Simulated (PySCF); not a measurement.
BeCl2, singlet, at a GFN2-xTB geometry (such geometries of metal compounds can be far from the true shape); M062X/6-31G, TDA (PySCF).

PySCF was given this input:
```python
from pyscf import gto, scf, dft, tdscf

mol = gto.Mole()
mol.atom = '''
    Be    0.00000000    0.00000000    0.00000000
    Cl    0.00000000    0.00000000    1.76296703
    Cl   -0.00000000   -0.00000000   -1.76296703
'''
mol.basis = '6-31g'
mol.verbose = 4
mol.build()

mf = dft.RKS(mol)
mf.xc = 'm062x'
mf.kernel()
td = mf.TDA()
td.nstates = 5
td.kernel()
td.analyze()
```

Problem. Predict the main parts of the log of this PySCF run.

Solution. 
```
PySCF version 2.14.0

[INPUT] verbose = 4
[INPUT] num. atoms = 3
[INPUT] num. electrons = 38
[INPUT] charge = 0
[INPUT] spin (= nelec alpha-beta = 2S) = 0
[INPUT] symmetry False subgroup None
[INPUT] Mole.unit = angstrom
[INPUT] Symbol           X                Y                Z      unit          X                Y                Z       unit  Magmom
[INPUT]  1 Be     0.000000000000   0.000000000000   0.000000000000 AA    0.000000000000   0.000000000000   0.000000000000 Bohr   0.0
[INPUT]  2 Cl     0.000000000000   0.000000000000   1.762967030000 AA    0.000000000000   0.000000000000   3.331524853338 Bohr   0.0
[INPUT]  3 Cl     0.000000000000   0.000000000000  -1.762967030000 AA    0.000000000000   0.000000000000  -3.331524853338 Bohr   0.0

nuclear repulsion = 84.1956798608196
number of shells = 19
number of NR pGTOs = 114
number of NR cGTOs = 35
basis = 6-31g
ecp = {}

******** <class 'pyscf.dft.rks.RKS'> ********
method = RKS
initial guess = minao
damping factor = 0
level_shift factor = 0
DIIS = <class 'pyscf.scf.diis.CDIIS'>
diis_start_cycle = 1
diis_space = 8
diis_damp = 0
SCF conv_tol = 1e-09
SCF conv_tol_grad = None
SCF max_cycles = 50
direct_scf = True
direct_scf_tol = 1e-13
XC library pyscf.dft.libxc version 7.1.2
    S. Lehtola, C. Steigemann, M. J. T. Oliveira, and M. A. L. Marques,  SoftwareX 7, 1–5 (2018)
XC functionals = m062x
    Y. Zhao and D. G. Truhlar,  Theor. Chem. Acc. 120, 215 (2008)
    Y. Zhao and D. G. Truhlar,  Theor. Chem. Acc. 120, 215 (2008)
radial grids:
    Treutler-Ahlrichs [JCP 102, 346 (1995); DOI:10.1063/1.469408] (M4) radial grids

becke partition: Becke, JCP 88, 2547 (1988); DOI:10.1063/1.454033
pruning grids: <function nwchem_prune>
grids dens level: 3
symmetrized grids: False
atomic radii adjust function: <function treutler_atomic_radii_adjust>
small_rho_cutoff = 0
Set gradient conv threshold to 3.16228e-05
Initial guess from minao.
tot grids = 51488
init E= -935.474044160244
  HOMO = -0.426190412977559  LUMO = -0.0265116136620157  gap/eV = 10.87581
cycle= 1 E= -935.147028484527  delta_E= 0.327  |g|= 0.281  |ddm|= 2.01
  HOMO = -0.376373258425066  LUMO = 0.00612564658280623  gap/eV = 10.40833
cycle= 2 E= -935.164528438562  delta_E= -0.0175  |g|= 0.222  |ddm|= 0.78
  HOMO = -0.405251875851409  LUMO = 0.0232436903962586  gap/eV = 11.65996
cycle= 3 E= -935.180824595123  delta_E= -0.0163  |g|= 0.0127  |ddm|= 0.316
  HOMO = -0.401769077266915  LUMO = 0.0267703536143594  gap/eV = 11.66115
cycle= 4 E= -935.180939349537  delta_E= -0.000115  |g|= 0.00249  |ddm|= 0.0373
  HOMO = -0.402602980271682  LUMO = 0.0253960626578564  gap/eV = 11.64645
cycle= 5 E= -935.180944203091  delta_E= -4.85e-06  |g|= 0.000421  |ddm|= 0.00801
  HOMO = -0.402554181694214  LUMO = 0.0254526994570826  gap/eV = 11.64666
cycle= 6 E= -935.180944322538  delta_E= -1.19e-07  |g|= 4.04e-05  |ddm|= 0.00125
  HOMO = -0.402558030415067  LUMO = 0.0254601951252271  gap/eV = 11.64697
cycle= 7 E= -935.180944323681  delta_E= -1.14e-09  |g|= 3.39e-06  |ddm|= 0.000118
  HOMO = -0.402558287389301  LUMO = 0.0254604277129659  gap/eV = 11.64698
cycle= 8 E= -935.180944323687  delta_E= -5.46e-12  |g|= 1.76e-07  |ddm|= 8.67e-06
  HOMO = -0.40255823715973  LUMO = 0.0254604235357958  gap/eV = 11.64698
Extra cycle  E= -935.180944323687  delta_E= -4.55e-13  |g|= 7.5e-08  |ddm|= 5.55e-07
converged SCF energy = -935.180944323687

******** <class 'pyscf.tdscf.rks.TDA'> for <class 'pyscf.dft.rks.RKS'> ********
nstates = 5 singlet
deg_eia_thresh = 1.000e-03
wfnsym = None
conv_tol = 1e-05
eigh lindep = 1e-12
eigh level_shift = 0
eigh max_cycle = 100

Excitation energies (eV)
[8.08289195 8.18900402 8.18990674 8.27371882 8.27371882]

** Singlet excitation energies and oscillator strengths **
Excited State   1:      8.08289 eV    153.39 nm  f=0.0000
      18 -> 21        0.49808
      19 -> 20       -0.49808
Excited State   2:      8.18900 eV    151.40 nm  f=0.0000
      18 -> 20       -0.49814
      19 -> 21        0.49814
Excited State   3:      8.18991 eV    151.39 nm  f=0.0000
      18 -> 21        0.49814
      19 -> 20        0.49814
Excited State   4:      8.27372 eV    149.85 nm  f=0.0000
      19 -> 22       -0.70187
Excited State   5:      8.27372 eV    149.85 nm  f=0.0000
      18 -> 22       -0.70187

** Transition electric dipole moments (AU) **
state          X           Y           Z        Dip. S.      Osc.
  1         0.0000      0.0000     -0.0000      0.0000      0.0000
  2         0.0000      0.0000      0.0000      0.0000      0.0000
  3        -0.0000     -0.0000     -0.0000      0.0000      0.0000
  4         0.0000     -0.0000      0.0000      0.0000      0.0000
  5         0.0000      0.0000     -0.0000      0.0000      0.0000

** Transition velocity dipole moments (imaginary part, AU) **
state          X           Y           Z        Dip. S.      Osc.
  1        -0.0000      0.0000      0.0000      0.0000      0.0000
  2         0.0000      0.0000     -0.0000      0.0000      0.0000
  3        -0.0000     -0.0000     -0.0000      0.0000      0.0000
  4         0.0000     -0.0000      0.0000      0.0000      0.0000
  5         0.0000      0.0000     -0.0000      0.0000      0.0000

** Transition magnetic dipole moments (imaginary part, AU) **
state          X           Y           Z
  1        -0.0000      0.0000     -0.0000
  2        -0.0000      0.0000     -0.0000
  3        -0.0000     -0.0000      0.0000
  4        -0.0163     -0.6546      0.0000
  5         0.6546     -0.0163      0.0000
```
